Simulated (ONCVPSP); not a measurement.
Before and after: ONCV potential for nitrogen (N)

ONCVPSP 4.0.1 input, shortened (lines: element, Z, core and valence counts, functional; n l f; lmax; l rc ep ncon nbas qcut; lloc lpopt rc5 dvloc0; l nproj debl; icmod fcfact rcfact), PBE, scalar-relativistic:

```
  N 7.00    1    2        4      upf
    1    0    2.00
    2    0    2.00
    2    1    2.00
    2
    0    1.00    0.00    4    8    7.20
    1    1.10    0.00    4    7    7.10
    2    1.20    0.31    3    6    8.70
    4    5    0.95    0.00
    0    2    2.60
    1    3    3.50
    2    2    3.90
    3    1.75    1.55
```

Change: s: qcut 5.7; p: qcut 5.6; d: qcut 6.9.

Cutoffs: the cutoffs (Ha) at which the residual kinetic energy of the hardest occupied pseudo-wave falls to 1 and 0.1 mHa per electron; they do not see the model core or the augmentation charge, which bear on the density cutoff. Errors are all-electron minus pseudo energies relative to the spin-unpolarised reference configuration.

Question: Predict the effect on cutoff, ghosts and configuration errors.

Answer: The potential gets harder (92 Ha and 142 Ha → 110 Ha and 170 Ha); a bound ghost appears in p, which as a rule spoils a file; of the 4 tests that both files solve, the error grows in 4 and shrinks in 0 by more than 15 % and 0.3 meV (median size 26.4 → 39.0 meV).

| quantity | base | changed |
| --- | --- | --- |
| cutoff, loose | 92 Ha | 110 Ha |
| cutoff, tight | 142 Ha | 170 Ha |
| loose cutoff by channel | s 27 Ha, p 92 Ha | s 95 Ha, p 110 Ha |
| bound ghosts | none | p |
| GHOST(+) flags under 300 eV | p at 200.0 eV | none |
| error for 2s2 2p3, meV [ΔE -13.59 eV] | +8.8 | +12 |
| error for 2s2 2p1, meV [ΔE 28.85 eV] | +34 | +50 |
| error for 2s2 2p0, meV [ΔE 75.94 eV] | +283 | +389 |
| error for 2s1 2p3, meV [ΔE 11.78 eV] | +19 | +28 |
| s: phases at 1.01 bohr within 0.05 rad from the reference energy up to (Ha; the scan ends near 5) | to the end of the scan | to the end of the scan |
| p: phases at 1.12 bohr within 0.05 rad from the reference energy up to (Ha; the scan ends near 5) | to the end of the scan | to the end of the scan |
| d: phases at 1.22 bohr within 0.05 rad from the reference energy up to (Ha; the scan ends near 5) | to the end of the scan | to the end of the scan |
| rms error of d²Exc/dni dnj with the model core, mHa | 1.92 | 2.10 |

 A true bound ghost makes a file unfit for plane-wave use even where its test errors are small: the radial tests pick states by their node count and pass the ghost by.
